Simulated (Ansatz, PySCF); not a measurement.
Reaction (SMILES): FC(F)(F)C(Cl)Cl + 5 C (CH4) -> CC (C2H6) + 2 CCl (CH3Cl) [chloromethane] + 3 CF (CH3F) [fluoromethane]
Geometries: B3LYP-D3(BJ)/def2-TZVP minima from Ansatz (an electronic-structure program), one conformer each, not searched for the lowest. Frequencies are from Ansatz or PySCF.

Quantity: bond separation energy (enthalpy at 298 K, with B3LYP-D3(BJ) rigid-rotor harmonic-oscillator terms), in eV. Valence correlation only, unless marked. Spin-orbit coupling is left out. No relativistic terms. Basis-set limits of correlation are two-point, X^-3; Hartree-Fock from the larger set. [CCSD(T)-MP2]/basis is that difference in the basis named.

```tsv
level	program	bond separation energy (eV)
HF-D4/def2-TZVPD	PySCF + dftd4	?
SVWN5/def2-TZVPD	Ansatz	2.10
PBE/def2-TZVPD	Ansatz	1.62
PBE-D3(BJ)/def2-TZVPD	Ansatz + dftd3	1.67
B97M-V/def2-TZVPD	Ansatz	1.92
PBE0/STO-3G	Ansatz	1.83
PBE0/6-31G*	Ansatz	2.12
PBE0-D3(BJ)/def2-TZVPD	Ansatz + dftd3	1.66
PBE0/def2-QZVPP	Ansatz	1.64
TPSSh-D3(BJ)/def2-TZVPD	PySCF + dftd3	?
r2SCANh-D4/def2-TZVPD	Ansatz + dftd4	?
LC-wPBE/def2-TZVPD	Ansatz	1.60
wB97X-V/def2-TZVPD	Ansatz	?
B2PLYP-D3(BJ)/def2-TZVPD	Ansatz + dftd3	1.61
B2PLYP-D4/def2-TZVPD	Ansatz + dftd4	1.62
SCS-MP2/6-31G*	Ansatz	2.10
CCSD/6-31G	Ansatz	1.26
RI-MP2/CBS(cc-pV(T+d)Z,cc-pV(Q+d)Z)+[CCSD(T)-MP2]/cc-pV(T+d)Z	Ansatz	1.71
```

Problem. Some entries are withheld; supply them.

Solution. 
- HF-D4/def2-TZVPD, bond separation energy (eV): 1.51
- TPSSh-D3(BJ)/def2-TZVPD, bond separation energy (eV): 1.43
- r2SCANh-D4/def2-TZVPD, bond separation energy (eV): 1.88
- wB97X-V/def2-TZVPD, bond separation energy (eV): 1.65
